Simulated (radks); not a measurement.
Q: The arsenic ion As+, configuration [Ar] 3d10 4s2 4p2 (the NIST ground configuration). Method: Dirac Kohn-Sham, PBE, spin-unpolarised, spherical densities, finite nucleus; open shells fill j = l - 1/2 first; Fermi nuclear charge, rms radius 4.0968 fm; computed with a radial shooting solver on a logarithmic mesh with Libxc functionals.

Spin-orbit splittings of the eigenvalues, e(l+1/2) - e(l-1/2), with zeta = 2 splitting/(2l+1) and mean radii in bohr:

shell  occ.  splitting (eV)  zeta (eV)  <r> j=l-1/2  <r> j=l+1/2
2p        6           36.56      24.38       0.1747       0.1783
3p        6           5.023      3.349       0.6099       0.6205
3d       10               ?          ?       0.6747       0.6794
4p        2          0.3327     0.2218        2.292        2.330

Estimate the 3d splitting.

A: 0.7293 eV (zeta = 0.2917 eV).
